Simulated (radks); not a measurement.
Ionisation of the tungsten ion W+, [Xe] 4f14 5d4 6s1, to [Xe] 4f14 5d4 as the strength of local exchange is varied. Method: Dirac Kohn-Sham, Slater X-alpha exchange (alpha = 2/3 is LDA exchange), no correlation, spin-unpolarised, spherical densities, finite nucleus; open shells are shared between the two j in proportion to 2j + 1; Fermi nuclear charge, rms radius 5.3658 fm; computed with a radial shooting solver on a logarithmic mesh with Libxc functionals.

| alpha | E(W+) (hartree) | exchange (hartree) | IE (eV) | -e of the level emptied (eV) | <r> of it (bohr) |
|---|---|---|---|---|---|
| 0.623 | -16125.8162 | -287.0921 | 14.650 | 11.135 (6s1/2) | 3.009 |
| 0.667 | -16146.1061 | -307.7845 | 14.963 | 11.434 (6s1/2) | 2.984 |
| 0.679 | -16151.6445 | -313.4373 | 15.049 | 11.517 (6s1/2) | 2.977 |
| 0.893 | -16250.7546 | -414.9274 | 16.624 | 13.043 (6s1/2) | 2.857 |
| 0.98 | -16291.2321 | -456.5553 | 17.285 | 13.692 (6s1/2) | 2.810 |

NIST Atomic Spectra Database: 16.4 +/- 0.15 eV (semi-empirical). The Delta-SCF value meets it near alpha = 0.86. Spin polarisation and multiplet splitting are left out, so open shells lie too high by an amount that depends on their filling. Sharing an open shell by 2j + 1 raises it above the true ground level by a part of the spin-orbit splitting, which enters the differences from NIST.

Beside tabulated values, note that spin-unpolarised runs miss the spin-polarisation part of the exchange energy of open shells.
